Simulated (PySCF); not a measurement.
An unknown shows these calculated signals:

1H NMR (400 MHz, computed): δ 4.45 (m, 1H), 4.27 (m, 1H), 3.93 (m, 1H), 3.52 (sept, 1H), 1.89 (m, 2H), 1.78 (m, 2H), 1.19 (d, 6H).

13C{1H} NMR (computed): δ 78.8 (CH), 78.6 (CH), 26.7 (CH3), 24.7 (CH2).

Theory: GFN2-xTB geometry, PBE0/pcSseg-1 with gauge-including orbitals, in PySCF 2.14.0 with density-fitted response routines (non-relativistic Hamiltonian, rapidly exchanging positions averaged, single conformer, isolated molecule).

δ = σ(ref) − σ, references computed at the same level: 1H (σ = 31.72 ppm), 13C (σ = 186.93 ppm) against TMS.

Question: Which of these does the molecule contain: a three-membered ring, a (CH3)2CH unit, an NH or NH2 group, a tert-butyl group, a Si–H bond?

Answer: 
- A three-membered ring: no.
- A (CH3)2CH unit: yes (δC 26.7, 78.8; δH 1.19 (d), 3.52 (sept)).
- An NH or NH2 group: no.
- A tert-butyl group: no.
- A Si–H bond: yes (δH 4.27 (m), 4.45 (m)).

The data belong to `CC(C)OC1C[SiH2]C1`, C6H14OSi; they needn't prove each group on their own.

Carbon signals by region: 2 at 50–100 ppm, 2 below 50 ppm.

Shifts are as computed. Against solution values, carbons near 30 ppm lie about +3 ppm off and those near 130 ppm about +5 ppm. Of 1211 compounds with measured shifts, 218 miss one by over three times the rms of a fit or turn the order of signals round; such compounds aren't used in these exercises. No couplings were computed; multiplicities are counted from neighbouring protons, with m where these are inequivalent, close in shift, in a saturated or five-membered ring or joined by F or P, and br s for small geminal =CH2 splittings.
